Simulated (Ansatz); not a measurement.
Reactions of FH5O4Si2, SMILES `O[SiH](O)O[SiH](O)F`.

Program: Ansatz. Geometries: PBE0-D4/def2-TZVP. ΔE: electronic, gas phase. CBS: MP2 limit from def2 TZ/QZ plus the TZ coupled-cluster correction, frozen cores. This one scheme is used for every species. No spin–orbit coupling; open shells (•) take unrestricted orbitals. def2 core potentials past Kr. For Ge, Sb outer-core shells are correlated without core-valence functions, which leaves a few kJ/mol of doubt a bond. Scalar relativity is left out up to krypton. One conformer a species, not always the lowest.

(1) Order these by ΔE at CCSD(T)/CBS, lowest first. (Best estimate.)
A. `O[SiH](O)O[SiH](O)F` + `[CH3][SbH][CH3]` → `C[Si@H](O)O[Si@@H](O)F` + `[CH3][SbH][OH]`
B. `O[SiH](O)O[SiH](O)F` + H–F → `O[SiH](O)O[SiH](F)F` + H₂O
C. `O[SiH](O)O[SiH](O)F` → `[O][SiH](O)O`• + `O[SiH]F`•
D. `O[SiH](O)O[SiH](O)F` + HCl → `O[SiH](O)O[SiH](O)Cl` + H–F
E. `O[SiH](O)O[SiH](O)F` + `C[SiH]1CCC1` → `C[Si@H](O)O[Si@@H](O)F` + `O[SiH]1CCC1`
F. `O[SiH](O)O[SiH](O)F` + `BS[CH](F)[GeH3]` → `O[SiH](O)O[Si](O)(F)F` + `BS[CH2][GeH3]`
G. `O[SiH](O)O[SiH](O)F` + `C=CF` → `C=C(F)[SiH](O)O` + `O[SiH](O)F`
H. `O[SiH](O)O[SiH](O)F` + `F[C@H]1C[Si@@H]1Cl` → `O[SiH](O)O[SiH](O)Cl` + `F[C@H]1C[Si@@H]1F`

Largest T1 diagnostic: 0.015, for `[O][SiH](O)O`•.

## Answers

(1) F (-265.1 kJ/mol), B (-40.1 kJ/mol), E (+9.0 kJ/mol), H (+19.7 kJ/mol), D (+48.2 kJ/mol), A (+81.1 kJ/mol), G (+140.2 kJ/mol), C (+631.4 kJ/mol).
